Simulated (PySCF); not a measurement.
# Ne²⁺ (neon, charge +2): UHF calculation

Configuration: [He] 2s1 2p4 3s1, high-spin 5P determinant (an excited configuration). Calculation: PySCF 2.14, in x2c-TZVPPall with one added diffuse shell each of s, p, d type (6s4p3d1f, 40 functions); the spin-free X2C one-electron Hamiltonian (Gaussian nucleus).

| Item | Value |
| --- | --- |
| Total energy | -124.301465 hartree |
| One-electron energy | -160.7308 hartree |
| Hartree (Coulomb) energy | 47.1704 hartree |
| Exchange energy | -10.7411 hartree |
| ⟨S²⟩ | 6.0012 |
| ⟨L²⟩ | 2.005 |
| Sum of ⟨r⟩ | 6.687 bohr |
| Sum of ⟨r²⟩ | 10.98 bohr² |
| Traceless quadrupole moment −½Σ⟨3z² − r²⟩ along its main axis | -0.192 e·bohr² |
| Langevin diamagnetic susceptibility | -8.70 ×10⁻⁶ cm³/mol |

```json
{"shell": "1s α", "electrons": "1", "mean orbital energy (eV)": "-965.08", "spread (eV)": "0", "rms radius, mean of both spins (bohr)": "0.182"}
{"shell": "1s β", "electrons": "1", "mean orbital energy (eV)": "-957.02", "spread (eV)": "0", "rms radius, mean of both spins (bohr)": "0.182"}
{"shell": "2s α", "electrons": "1", "mean orbital energy (eV)": "-115.04", "spread (eV)": "0", "rms radius, mean of both spins (bohr)": "0.851"}
{"shell": "2p α", "electrons": "3", "mean orbital energy (eV)": "-85.655", "spread (eV)": "3.886", "rms radius, mean of both spins (bohr)": "0.850"}
{"shell": "2p β", "electrons": "1", "mean orbital energy (eV)": "-72.459", "spread (eV)": "0", "rms radius, mean of both spins (bohr)": "0.850"}
{"shell": "3s α", "electrons": "1", "mean orbital energy (eV)": "-24.563", "spread (eV)": "0", "rms radius, mean of both spins (bohr)": "2.70"}
```

The outer electron is Rydberg-like, and this basis confines it to a smaller radius and binds it less than a complete one would.

Spin-orbit constants ζ (cm⁻¹) from the X2C one-electron operator on these orbitals: bare nucleus, nucleus screened by l(l+1)(2l+1)/3 electrons, and screened by the Breit-Pauli mean field of the electrons.

```csv
shell,bare,screened nucleus,mean field
2p,951.8,761.5,685.6
```

To first order the Landé constant is A = -171.4 cm⁻¹, so the lowest level has J = 3 and lies 0.0425 eV below the centre of the term. This holds in LS coupling only.
